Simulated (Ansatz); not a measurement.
Problem. Name a neutral molecule of Br, C, Ge and H with HOMO–LUMO gap (PBE0/def2-TZVPP) between 7.45 and 7.75 eV and HOMO energy (ωB97M-V/def2-TZVPP) between -10.15 and -9.85 eV (Ansatz, PBE0-D4/def2-TZVP geometry).

Solution. `[GeH3][CH2]CBr` (7.62 eV, -10.05 eV). Other molecules can fit too; these were computed, each in one conformer that needn't be the lowest.
